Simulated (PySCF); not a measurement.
Compound: C7H7O2 (charge -1).
Cartesian coordinates in Å at the PBE0-D3(BJ)/def2-SVP level; atoms count from 1:
```
atom  x, y, z in Å
O1     4.228   -0.819   -1.172
C2     3.041   -0.700   -0.880
C3     2.199    0.412   -1.195
C4     0.857    0.538   -0.859
C5     0.002   -0.331   -0.164
C6    -1.350   -0.075    0.109
C7    -2.152    1.016   -0.204
C8    -3.528    1.065    0.181
O9    -4.174    0.221    0.799
H10    2.533   -1.526   -0.310
H11    2.685    1.222   -1.750
H12    0.386    1.473   -1.193
H13    0.403   -1.282    0.198
H14   -1.890   -0.854    0.664
H15   -1.758    1.876   -0.755
H16   -4.047    2.015   -0.144
```

Method used: PBE0-D3(BJ)/def2-SVP geometry optimisation, gas phase in PySCF.

Masses are those of the commonest isotopes; rigid-rotor values at the optimised geometry. The values belong to one conformer with, in the numbering `[O:1]=[CH:2]\[CH:3]=[CH:4]/[CH:5]=[CH:6]\[CH:7]=[CH:8]/[O-:9]`, O1–C2–C3–C4 180°, C3–C4–C5–C6 180°, C5–C6–C7–C8 180°.

Problem. Give the principal moments of inertia and the rotational constants in cm⁻¹.

Solution. Ia = 49.24, Ib = 1077.98, Ic = 1127.22 u·Å²; 505379 MHz·u·Å²/I gives 10263, 468.8 and 448.3 MHz, that is A = 0.34234, B = 0.01564, C = 0.01495 cm⁻¹.

Problem. What kind of rotor is it?

Solution. A near-prolate asymmetric top; Ray's κ = -0.996.

Problem. Is it planar, by Δ = Ic − Ia − Ib?

Solution. Planar: Δ = Ic − Ia − Ib = 0.00 u·Å². For a rigid frame Δ = −2 Σ m c², so it vanishes when all atoms lie in the ab plane; here none is more than 0.01 Å from it.

Problem. Which types of transition are allowed, and where do some lines up to J = 2 fall?

Solution. The dipole components (about the centre of mass, as the species is charged) are |μa| = 0.23 D, |μb| = 1.32 D, |μc| = 0.00 D; the mirror of this Cs structure is the ab plane, so μc vanishes by symmetry and there are no c-type lines. Intensities carry the squares of the components, which stand as 0.03 : 1.00 (a : b). Some lines, for components of 0.1 D or more:

```
type  branch         J(Ka,Kc)    MHz  lower level (cm⁻¹)
   a       R  1(0,1) ← 0(0,0)    917               0.000
   a       R  2(1,2) ← 1(1,1)   1814               0.357
   a       R  2(0,2) ← 1(0,1)   1834               0.031
   a       R  2(1,1) ← 1(1,0)   1855               0.358
   b       Q  1(1,0) ← 1(0,1)   9815               0.031
   b       R  1(1,1) ← 0(0,0)  10711               0.000
   b       R  2(1,2) ← 1(0,1)  11608               0.031
   b       Q  2(2,0) ← 2(1,1)  29383               0.420
   b       Q  2(2,1) ← 2(1,2)  29444               0.418
   b       R  2(2,1) ← 1(1,0)  31237               0.358
   b       R  2(2,0) ← 1(1,1)  31258               0.357
```

Not checked by PBE0-D3(BJ)/def2-SVP frequencies. The geometry's basis has no diffuse functions, a weakness for an anion. Zero-point vibration and centrifugal distortion are left out.
